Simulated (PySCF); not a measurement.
## Spinor energies of Ir (iridium, neutral)

Start: [Xe] 4f14 5d7 6s1 6p1; 5d3/2 filled at m_j = +1/2, +3/2; 5d5/2 filled at m_j = -3/2, -1/2, +1/2, +3/2, +5/2; 6s1/2 filled at m_j = +1/2; 6p3/2 filled at m_j = +3/2. Calculated with PySCF 2.14 in x2c-TZVPall-2c with one added diffuse shell each of s, p, d type (12s12p11d2f, 117 functions): generalised Hartree-Fock with the X2C-1e Hamiltonian and a Gaussian nucleus; spin-orbit coupling (SO) screened by Boettger's factors. This is a chosen level, not necessarily the ground level.

| spinor shell | electrons | ε, screened SO (eV) | weight of nominal j (screened SO) | rms radius, screened SO (bohr) |
| --- | --- | --- | --- | --- |
| 1s1/2 | 2 | -76509.6 | 1.000 | 0.0197 |
| 2s1/2 | 2 | -13530.0 | 1.000 | 0.0795 |
| 2p1/2 | 2 | -12938.4 | 1.000 | 0.0675 |
| 2p3/2 | 4 | -11305.1 | 1.000 | 0.0752 |
| 3s1/2 | 2 | -3231.2 | 1.000 | 0.203 |
| 3p1/2 | 2 | -2966.8 | 1.000 | 0.195 |
| 3p3/2 | 4 | -2603.5 | 1.000 | 0.210 |
| 3d3/2 | 4 | -2167.2 | 1.000 | 0.185 |
| 3d5/2 | 6 | -2089.0 | 1.000 | 0.189 |
| 4s1/2 | 2 | -725.39 | 1.000 | 0.450 |
| 4p1/2 | 2 | -612.72 | 1.000 | 0.456 |
| 4p3/2 | 4 | -525.62 | 1.000 | 0.490 |
| 4d3/2 | 4 | -340.63 | 1.000 | 0.507 |
| 4d5/2 | 6 | -323.68 | 1.000 | 0.519 |
| 5s1/2 | 2 | -116.97 | 1.000 | 1.05 |
| 4f5/2 | 6 | -85.741 | 0.996 | 0.586 |
| 4f7/2 | 8 | -82.466 | 0.997 | 0.587 |
| 5p1/2 | 2 | -80.305 | 0.984 | 1.15 |
| 5p3/2 | 4 | -64.117 | 0.993 | 1.25 |
| 5d3/2 | 2 | -14.796 | 0.575 | 1.79 |
| 5d5/2 | 5 | -15.129 | 0.482 | 1.82 |
| 6s1/2 | 1 | -11.312 | 0.986 | 3.13 |
| 6p3/2 | 1 | -4.725 | 1.000 | 4.60 |

| quantity | screened SO |
| --- | --- |
| E (hartree) | -17838.92780 |
| M_J | 13/2 |
| ⟨J²⟩ | 48.770 |
| ⟨L²⟩ | 21.013 |
| ⟨S²⟩ | 8.490 |

Each row is a mean over spinors that exchange with the open shell spreads, by up to 7.354 eV (5p3/2).

Rows whose weight is well below 1 are mixtures of j = l ± 1/2: exchange outweighs spin-orbit coupling there, and the label is only the starting occupation.

Breit and QED terms are absent; they matter most for the inner s and p1/2 levels.

Densities and radii are taken from the X2C orbitals without a picture-change correction, which distorts them close to the nucleus.
